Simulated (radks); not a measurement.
Values are calculated unless marked as measured or tabulated.
These are the eigenvalues of the occupied orbitals of an atom or ion with whole-number occupations (eV). Code: a radial shooting solver on a logarithmic mesh with Libxc functionals. Model: non-relativistic Kohn-Sham, LDA (Slater exchange, Perdew-Wang correlation), spin-unpolarised, spherical densities, point nucleus.

orbital  eigenvalue
1s        -47188.42
2s        -7643.115
2p        -7281.655
3s        -1804.018
3p        -1642.734
3d        -1341.145
4s        -472.0649
4p        -408.6847
4d        -295.2155
5s        -166.6927
4f        -154.5320
5p        -145.6179

Which element is it, and in what charge state? The configuration may be excited.

Answer. Z = 64, gadolinium, charge +9: Gd9+ in [Kr] 4d10 4f5 5s2 5p2. The list shows which subshells hold electrons but not how many an open one holds; the 1s level, -1734.1 hartree, gives Z - s = 58.9 by -(Z - s)^2/2, which with screening narrows Z to a few neighbours, and the depths of the outer levels then fix element, charge and occupations together.
